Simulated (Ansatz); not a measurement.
System: GeBr₂, charge 0, triplet. This triplet is an excited state, 2.4 eV above the singlet at CCSD(T)/cc-pV5Z (Ansatz, a first-principles code). GeBr2 (SMILES [Br][Ge][Br], triplet).
B3LYP-D3(BJ)/def2-TZVP minimum from Ansatz:
```
Ge
Br 1 2.3486
Br 1 2.3486 2 119.95
```
Charge 0, spin multiplicity 3.

Hartree-Fock and MP2 correlation energies in hartree (Ansatz). Radicals and triplets start from unrestricted determinants; spin-orbit coupling is neglected. Cores are frozen in correlated methods (noble-gas shells, and filled d and f shells in the p block). No relativity. Spin-orbit terms, left out, reach several kcal/mol for Br and I, and more for heavier atoms. The spin of Br2Ge ([Br][Ge][Br], triplet) was assumed, and the state is the lowest solution found for it.

```
basis    X        E(HF)  E(corr, MP2)
-------  -  -----------  ------------
cc-pVTZ  3  -7220.36269      -0.38382
cc-pVQZ  4  -7220.37172      -0.42570
cc-pV5Z  5  -7220.37261      withheld
```

Fit E(corr) = E∞ + A/X³ to X = 3 and 4, predict X = 5, and compare with the run.

A = (-0.38382 - (-0.42570))/(1/27 - 1/64) = 1.9559; E∞ = -0.42570 - A/64 = -0.45626; at X = 5, E∞ + A/125 = -0.44061. The run gave -0.44478, 4.17 mEh below the prediction. The same form on X = 4 and 5 gives E∞ = -0.46480, 8.54 mEh below the first estimate.
